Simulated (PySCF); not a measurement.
# Radial density of Tc³⁰⁺ (technetium, charge +30)

PBEsol, [Ne] 3s2 3p1, 2P determinant. Computed with PySCF 2.14 in an uncontracted even-tempered set (18 s from 3.9 bohr⁻², ratio 2.5; 12 p from 5 bohr⁻², ratio 2.5; 5 d from 22 bohr⁻², ratio 2.7; 4 f from 32 bohr⁻², ratio 2.7), with scalar relativity by spin-free X2C-1e.

```
r (bohr)  4πr²ρ (e/bohr)  4πr²(ρα − ρβ)
  0.0290           52.52         0.2870
  0.0488           43.42         0.8804
  0.0820           56.97         1.2844
   0.138           52.22         0.1261
   0.232           16.02         1.7830
   0.390           9.982         3.0661
   0.656          0.7222         0.2333
    1.10        0.001758         0.0004
```

Densities and radii are taken from the X2C orbitals without a picture-change correction, which distorts them close to the nucleus.

Spin-orbit coupling, absent here, splits the open shell strongly.
